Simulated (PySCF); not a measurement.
BSe⁻: one state, many levels of theory

State: ¹Σ⁺ (singlet), closed shell. Set-up: B aug-cc-pVDZ-DK, Se aug-cc-pVDZ-DK; spin-free X2C with a Gaussian nucleus (PySCF 2.14). De refers to B + Se⁻ in their high-spin ground configurations, without counterpoise correction. A positive dipole points towards Se; it is taken about the centre of mass and depends on that origin.

```json
{"Level": "RHF", "Re (Å)": "1.839", "ωe (cm⁻¹)": "834", "De (eV)": "n/a", "μ (D)": "4.21"}
{"Level": "RHF-MP2", "Re (Å)": "1.840", "ωe (cm⁻¹)": "825", "De (eV)": "n/a", "μ (D)": "n/a"}
{"Level": "RHF-SCS-MP2", "Re (Å)": "1.843", "ωe (cm⁻¹)": "819", "De (eV)": "n/a", "μ (D)": "n/a"}
{"Level": "RHF-CCSD", "Re (Å)": "1.850", "ωe (cm⁻¹)": "808", "De (eV)": "n/a", "μ (D)": "n/a"}
{"Level": "RHF-CCSD(T)", "Re (Å)": "1.856", "ωe (cm⁻¹)": "794", "De (eV)": "n/a", "μ (D)": "n/a"}
{"Level": "LDA", "Re (Å)": "1.828", "ωe (cm⁻¹)": "808", "De (eV)": "6.14", "μ (D)": "4.84"}
{"Level": "PBE", "Re (Å)": "1.850", "ωe (cm⁻¹)": "780", "De (eV)": "5.45", "μ (D)": "4.73"}
{"Level": "BLYP", "Re (Å)": "1.858", "ωe (cm⁻¹)": "761", "De (eV)": "5.10", "μ (D)": "4.63"}
{"Level": "r²SCAN", "Re (Å)": "1.840", "ωe (cm⁻¹)": "803", "De (eV)": "5.29", "μ (D)": "4.78"}
{"Level": "PBE0", "Re (Å)": "1.836", "ωe (cm⁻¹)": "815", "De (eV)": "5.23", "μ (D)": "4.67"}
{"Level": "B97-3", "Re (Å)": "1.839", "ωe (cm⁻¹)": "812", "De (eV)": "5.15", "μ (D)": "4.63"}
{"Level": "HSE06", "Re (Å)": "1.838", "ωe (cm⁻¹)": "810", "De (eV)": "5.22", "μ (D)": "4.65"}
```

(1) What does a quarter of exact exchange do here, going from PBE to PBE0?

(2) What does the step from GGA to meta-GGA do here, going from PBE to r²SCAN?

(3) What does second-order correlation do here, going from RHF to RHF-MP2?

Correlated steps freeze 10 core orbitals. For an ion De counts to the pair picked by the measured ionisation energies or electron affinities, which need not be the lowest pair at this level. The highest Kohn–Sham level is positive in this anion. Much of that is self-interaction error, but it also means that the finite basis helps to hold the extra electron.

The whole job (state search and all levels along the bond) took about 2.9 min on 1 thread of Oxide Virtual Turin-like (shared host), peak memory 0.77 GiB.

Answers

(1) PBE0 less PBE: -1.4 pm in Re, +4.5 % in ωe, -0.22 eV in De. Exact exchange removes part of the self-interaction that spreads semilocal densities, and in most molecules shortens and stiffens the bond and lowers De; so it does here.

(2) r²SCAN less PBE: -1.0 pm in Re, +2.9 % in ωe, -0.16 eV in De. 

(3) RHF-MP2 less RHF: +0.1 pm in Re, -1.1 % in ωe. Correlation nearly always deepens the well. The bond length hardly moves.
